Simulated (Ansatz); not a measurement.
The pair A = PH3 (SMILES P) (first 4 atoms), B = H4OSi (SMILES O[SiH3]); geometry from B3LYP-D3(BJ)/def2-TZVP.
(charge 0, multiplicity 1):
```xyz
10

P     -0.248     0.174    -0.366
H      0.820    -0.504    -0.999
H     -1.262    -0.592    -0.987
H     -0.297     1.228    -1.309
O     -0.211     0.737     3.041
Si     0.196    -0.595     3.918
H     -0.243     0.646     2.077
H     -0.753    -1.717     3.701
H      0.160    -0.189     5.338
H      1.556    -1.090     3.581
```

Cores are frozen in the correlated methods. MP2 and its Hartree–Fock in aug-cc-pV(T+d)Z are density fitted.

Programs: Ansatz (a quantum-chemistry and plane-wave program) with Gaussian orbitals. Each number belongs to the level named beside it.

The counterpoise-corrected interaction energy is E(AB) − E(A in the pair's basis) − E(B in the pair's basis). Total energies (hartree):

```csv
level,AB,A in the pair's basis,B in the pair's basis
HF/aug-cc-pV(D+d)Z,-708.6554646,-342.4778784,-366.1756985
MP2/aug-cc-pV(D+d)Z,-709.1184984,-342.6205364,-366.4930279
HF/aug-cc-pV(T+d)Z,-708.7060287,-342.4907837,-366.2132175
MP2/aug-cc-pV(T+d)Z,-709.2684829,-342.6640046,-366.5987322
CCSD(T)/aug-cc-pV(D+d)Z,-709.1893988,-342.6552855,-366.5295652
```

### Question
Work out the counterpoise-corrected interaction energy at the basis-set limit: extrapolate the MP2 correlation part as X⁻³, take Hartree–Fock from the larger set, and add the CCSD(T) − MP2 difference of aug-cc-pV(D+d)Z.

### Answer

1. Differences (1 hartree = 627.509 kcal/mol): HF/aug-cc-pV(D+d)Z -1.185; MP2/aug-cc-pV(D+d)Z -3.096; HF/aug-cc-pV(T+d)Z -1.272; MP2/aug-cc-pV(T+d)Z -3.606; CCSD(T)/aug-cc-pV(D+d)Z -2.854.
2. Correlation parts, MP2 less HF: -1.912 in aug-cc-pV(D+d)Z (X = 2), -2.333 in aug-cc-pV(T+d)Z (X = 3).
3. Limit (3³·(-2.333) − 2³·(-1.912))/(3³ − 2³) = -2.511; with HF/aug-cc-pV(T+d)Z it gives -3.783.
4. CCSD(T) less MP2 in aug-cc-pV(D+d)Z: 0.242.
Result: -3.54 kcal/mol, against -3.10 at MP2/aug-cc-pV(D+d)Z. It is an estimate of this method's limit, not of the exact value.
